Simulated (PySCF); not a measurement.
F2H6Si3, SMILES [Si]([SiH3])(F)(F)[SiH3]. Geometry optimised at TPSSh-D3(BJ)/def2-SVP.

Computed equilibrium geometry at TPSSh-D3(BJ)/def2-SVP (PySCF confirms it by a frequency run) as bond lengths and angles, and its point group:
point group C2v.
Atoms: F1 Si2 F3 Si4 Si5 H6 H7 H8 H9 H10 H11. Bond lengths (Å): F1–Si2 1.633, Si2–F3 1.633, Si2–Si4 2.351, Si2–Si5 2.351, Si4–H6 1.489, Si4–H7 1.489, Si4–H8 1.488, Si5–H9 1.488, Si5–H10 1.489, Si5–H11 1.489. Angles (°): F1–Si2–F3 106.2, F1–Si2–Si4 108.2, F1–Si2–Si5 108.2, F3–Si2–Si4 108.2, F3–Si2–Si5 108.2, Si4–Si2–Si5 117.3, Si2–Si4–H6 109.1, Si2–Si4–H7 109.1, Si2–Si4–H8 110.4, H6–Si4–H7 108.9, H6–Si4–H8 109.6, H7–Si4–H8 109.6, Si2–Si5–H9 110.4, Si2–Si5–H10 109.1, Si2–Si5–H11 109.1, H9–Si5–H10 109.6, H9–Si5–H11 109.6, H10–Si5–H11 108.9.
Charge 0, spin multiplicity 1.
